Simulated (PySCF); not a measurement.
A structure optimised at PBE0-D3(BJ)/def2-SVP, used in a PySCF frequency run:

```
C
C 1 1.3382
F 2 1.3199 1 125.50
H 1 1.0931 2 114.55 3 180.00
H 2 1.0941 3 112.51 1 180.00
C 1 1.4553 4 114.70 2 180.00
C 6 1.3413 1 122.76 4 0.00
H 7 1.0903 6 121.35 1 180.00
H 7 1.0920 8 118.73 6 180.00
Cl 6 1.7381 7 119.07 8 0.00
```
Charge 0, spin multiplicity 1.

Problem. Write its SMILES, formula and point group.

Solution. C=C(Cl)/C=C\F, C4H4ClF, Cs

Problem. What are its rotational constants (standard atomic weights)?

Solution. 4.4072, 2.3386, 1.5279 GHz
